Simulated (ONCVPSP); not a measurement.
## What one change does to a pseudopotential (bismuth, ONCV)

* Element: bismuth
* Generator: ONCVPSP 4.0.1
* Type: optimised norm-conserving Vanderbilt (ONCV)
* Functional: PBE
* Relativity: scalar-relativistic
* Frozen core: [Kr] 4d10 4f14
* Valence charge: 23
* Reference configuration: 5s2 5p6 5d10 6s2 6p3
* Partial waves: 5s+6s: rc 1.30 bohr, ncon 3, nbas 6, qcut 8.7 1/bohr, 2 projectors; 5p+6p: rc 1.25 bohr, ncon 3, nbas 7, qcut 9.4 1/bohr, 2 projectors; 5d: rc 1.60 bohr, ncon 3, nbas 8, qcut 7.7 1/bohr, 1 projector
* Local potential: polynomial inside 1.10 bohr (lpopt 5, dvloc0 6 Ha)
* Core correction: Teter function, fcfact 3.25, rcfact 1.55

Change: fully relativistic.

Cutoffs: the cutoffs (Ha) at which the residual kinetic energy of the hardest occupied pseudo-wave falls to 1 and 0.1 mHa per electron; they do not see the model core or the augmentation charge, which bear on the density cutoff. Errors are all-electron minus pseudo energies relative to the spin-unpolarised reference configuration.

Q: What does the change do?

A: The potential gets neither clearly harder nor softer (35 Ha and 41 Ha → 35 Ha and 42 Ha); of the 4 tests that both files solve, the error grows in 0 and shrinks in 4 by more than 15 % and 0.3 meV (median size 15.9 → 0.9 meV); neither file shows a bound ghost.

```csv
quantity,base,changed
"cutoff, loose",35 Ha,35 Ha
"cutoff, tight",41 Ha,42 Ha
loose cutoff by channel,"s 30 Ha, p 35 Ha, d 24 Ha","s 30 Ha, p 35 Ha, d 25 Ha"
bound ghosts,none,none
GHOST(+) flags under 300 eV,none,none
"error for 5s2 5p6 5d10 6s2 6p2, meV [ΔE 7.91 → 8.06 eV]",-3.1,+0.5
"error for 5s2 5p6 5d10 6s2 6p1, meV [ΔE 23.16 → 23.48 eV]",-10.0,+1.1
"error for 5s2 5p6 5d10 6s2 6p0, meV [ΔE 46.50 → 47.05 eV]",-22,+0.8
"error for 5s2 5p6 5d10 6s1 6p0, meV [ΔE 91.91 → 92.44 eV]",-50,-9.1
s: phases at 1.32 bohr within 0.05 rad from the reference energy up to (Ha; the scan ends near 5),to the end of the scan,to the end of the scan
"rms error of d²Exc/dni dnj with the model core, mHa",1.39,2.69
```
